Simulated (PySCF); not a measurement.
From one molecule to another.

First species: C7H5NO2.
SMILES: `c1coc(-c2cocn2)c1`

Second species: C6H6O2S.
InChI=1S/C6H6O2S/c1-5(7)8-6-2-3-9-4-6/h2-4H,1H3

Levels: CAM-B3LYP/def2-SVPD for dipole moment, HOMO energy, LUMO energy, HOMO–LUMO gap, static isotropic polarisability and electronic spatial extent ⟨r²⟩ about the centre of nuclear charge; TDDFT CAM-B3LYP/def2-SVPD for lowest singlet excitation; TDA CAM-B3LYP/def2-SVPD for lowest triplet excitation (Tamm–Dancoff); GFN2-xTB for rotational constant A and rotational constant C. Geometries: GFN2-xTB. Each structure is a single optimised conformer of the isolated species, non-relativistic unless stated; the electronic structure was computed with PySCF and density fitting.

Dipoles, sizes and rotational constants follow the conformer. The torsions of the flexible species, by atom-mapped SMILES:
- `[cH:1]1[cH:2][o:3][c:4](-[c:5]2[cH:6][o:7][cH:8][n:9]2)[cH:10]1`: O3–C4–C5–C6 0°
- `[CH3:1][C:2](=[O:3])[O:4][c:5]1[cH:6][cH:7][s:8][cH:9]1`: C1–C2–O4–C5 179°, C2–O4–C5–C6 179°

Q: Which of the two has the higher rotational constant A, and by how much?

A: The first: 4.821 GHz against 4.118 GHz, a difference of 0.703 GHz.

Q: Which has the higher dipole moment?

A: The second: 2.33 D against 0.70 D, a difference of 1.63 D.

Q: Which of the two has the higher S1 energy, and by how much?

A: The second: 5.64 eV against 5.06 eV, a difference of 0.58 eV.

Q: Which has the higher rotational constant C?

A: The first: 0.736 GHz against 0.678 GHz, a difference of 0.058 GHz.

Q: Which has the higher T1 energy?

A: The second: 3.85 eV against 3.15 eV, a difference of 0.70 eV.

Q: Which has the higher HOMO energy?

A: The first: -7.34 eV against -8.13 eV, a difference of 0.79 eV.

Q: Which has the higher ⟨r²⟩?

A: The second: 1590 bohr² against 1448 bohr², a difference of 142 bohr².

Q: Which of the two has the higher LUMO energy, and by how much?

A: The second: 0.46 eV against 0.25 eV, a difference of 0.21 eV.

On the first: S1 lies 2.53 eV below the HOMO–LUMO gap; its leading configuration is HOMO→LUMO, weight 0.96. The polarisability is 13.68 Å³ as a volume (1 au = 0.148185 Å³), or 1.32 au for each of the 70 electrons.

On the second: No computed singlet falls in the visible range (750 to 380 nm, 1.65 to 3.26 eV); S1 lies 2.38 eV above its blue end. The dipole matches unit charges of opposite sign 0.49 Å apart (1 e·Å = 4.8032 D).
